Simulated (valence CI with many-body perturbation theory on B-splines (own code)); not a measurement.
The numbers below are computed, except where a source is named.
# Hyperfine factors and g values of Te XX

Method: relativistic CI+MBPT: five valence electrons over a frozen Dirac-Fock core [Ar] 3d10, radial functions for each j: 9 s, 9 p, 8 d, 6 f, 3 g, 1 h, with the one-electron correlation potential Σ1, the two-electron term Σ2, the three-electron term Σ3, Breit, model QED; selected CI, second order for the rest (own B-spline code, finite nucleus).

No measured levels were compared; by estimate levels hold to about 250 cm⁻¹ or 0.2 % of their energy and the worst to 1 %, as in measured heavy ions of charge 2 to 7; those with d or f electrons hold less well. Among the levels kept, up to 300 cm⁻¹ of a level comes from second order outside the variational space, and about a tenth of that is noise between levels of different J, which matters for small intervals.

A/g_I is the dipole constant over the nuclear g factor μ/I (μ in nuclear magnetons, uniformly magnetised nucleus), B/Q the quadrupole constant per barn. Both hold the static response of the core; the bare values leave it out. Large factors of s and p1/2 electrons are usually good to 5 to 10 %; those of open d and f shells near neutrality can be off by tens of per cent, and small factors of p3/2, d and f electrons come from cancelling terms and can be off by a factor of two or in sign, in half-filled shells by more. B is blank for J = 1/2, where it vanishes, and for nearly pure S terms. Energies count from the lowest level.

Levels are named by their leading jj configuration (3d3/2^4 stands for four electrons in 3d with j = 3/2), which in mixed levels can hold well under half, so a name can repeat and another be missing. Letters in brackets count levels of one name in rising energy.

```
                             Level  E (cm⁻¹)      g  A/g_I (MHz)  A/g_I bare  B/Q (MHz/b)  B/Q bare
        (4s^2 4p1/2^2 4p3/2) J=3/2         0  1.536         9530        8850        15100     14300
        (4s^2 4p1/2 4p3/2^2) J=3/2     84642  1.335         1410        1250         9970      9430
        (4s^2 4p1/2 4p3/2^2) J=5/2    107440  1.199        24400       23200        -99.9     -88.8
        (4s^2 4p1/2 4p3/2^2) J=1/2    138460  0.664        74200       70700                       
              (4s^2 4p3/2^3) J=3/2    223150  1.260        12600       11900       -25100    -23700
        (4s 4p1/2^2 4p3/2^2) J=5/2    452320  1.544        56500       53800        13400     12700
        (4s 4p1/2^2 4p3/2^2) J=3/2    505090  1.466         4850        4620       -16700    -15800
        (4s 4p1/2^2 4p3/2^2) J=1/2    510330  2.441       183000      174000                       
      (4s 4p1/2 4p3/2^3) J=3/2 [a]    567330  1.179        19700       18700       -19900    -18800
          (4s 4p1/2 4p3/2^3) J=5/2    593900  1.252        65800       62600       -35300    -33400
        (4s^2 4p1/2^2 4d3/2) J=3/2    633720  0.847         3970        3910         3250      3080
          (4s 4p1/2 4p3/2^3) J=1/2    634310  1.480        21400       20400                       
      (4s 4p1/2 4p3/2^3) J=3/2 [b]    650270  0.995         6690        6410         5790      5480
        (4s^2 4p1/2^2 4d5/2) J=5/2    667370  1.162         2450        2460         8020      7560
    (4s^2 4p1/2 4p3/2 4d3/2) J=5/2    710810  0.943        18700       17800        -7090     -6710
(4s^2 4p1/2 4p3/2 4d3/2) J=1/2 [a]    715520  0.420        64900       62100                       
    (4s^2 4p1/2 4p3/2 4d3/2) J=7/2    724830  1.181        10300        9820         7020      6620
(4s^2 4p1/2 4p3/2 4d3/2) J=3/2 [a]    727870  1.035        11500       11100       -11300    -10600
(4s^2 4p1/2 4p3/2 4d5/2) J=7/2 [a]    731050  1.265         4580        4400        22200     21000
                (4s 4p3/2^4) J=1/2    747280  1.048       132000      126000                       
    (4s^2 4p1/2 4p3/2 4d5/2) J=9/2    751020  1.246        12300       11800         6570      6180
(4s^2 4p1/2 4p3/2 4d5/2) J=5/2 [a]    760210  1.191        11500       11100       -10800    -10200
(4s^2 4p1/2 4p3/2 4d5/2) J=3/2 [a]    771770  1.217        -6050       -5720         -516      -504
(4s^2 4p1/2 4p3/2 4d5/2) J=7/2 [b]    795840  1.041        14100       13500        19700     18600
(4s^2 4p1/2 4p3/2 4d5/2) J=5/2 [b]    798770  1.433         6070        5790        -23.1     -16.6
(4s^2 4p1/2 4p3/2 4d3/2) J=3/2 [b]    805310  1.450         8480        8120        -5860     -5540
(4s^2 4p1/2 4p3/2 4d3/2) J=1/2 [b]    807000  2.029        36300       34400                       
(4s^2 4p1/2 4p3/2 4d5/2) J=3/2 [b]    828180  0.897        16800       16100         9610      9080
        (4s^2 4p3/2^2 4d5/2) J=7/2    842130  1.224         6670        6390         6780      6400
(4s^2 4p1/2 4p3/2 4d5/2) J=5/2 [c]    843820  1.102         2080        2030        17100     16200
    (4s^2 4p1/2 4p3/2 4d5/2) J=1/2    849450  0.974       -15700      -14900                       
        (4s^2 4p3/2^2 4d5/2) J=9/2    853560  1.196         7580        7270        25100     23700
        (4s^2 4p3/2^2 4d3/2) J=1/2    874190  1.033        -3930       -3870                       
        (4s^2 4p3/2^2 4d3/2) J=3/2    884660  1.081         9300        8840        -8590     -8130
        (4s^2 4p3/2^2 4d3/2) J=5/2    891430  1.175        12400       11900        -7210     -6820
    (4s^2 4p3/2^2 4d5/2) J=5/2 [a]    914310  1.204         3540        3490        29900     28300
        (4s^2 4p3/2^2 4d3/2) J=7/2    919880  1.124        10700       10200        -2440     -2290
    (4s^2 4p3/2^2 4d5/2) J=3/2 [a]    932120  1.164         5880        5720        -1860     -1740
        (4s^2 4p3/2^2 4d5/2) J=1/2    934350  1.904        41100       39400                       
    (4s^2 4p3/2^2 4d5/2) J=3/2 [b]    966300  0.923         5880        5780         6230      5890
```

Q: Take the isotope of mass number 123, with I = 1/2, μ = -0.7358 μN. What is the hyperfine structure of (4s^2 4p1/2 4p3/2^2) J=1/2?

A: From the table A = -109000 MHz. Shifts from the centre of gravity in MHz: F = 0: 81800, F = 1: -27200.
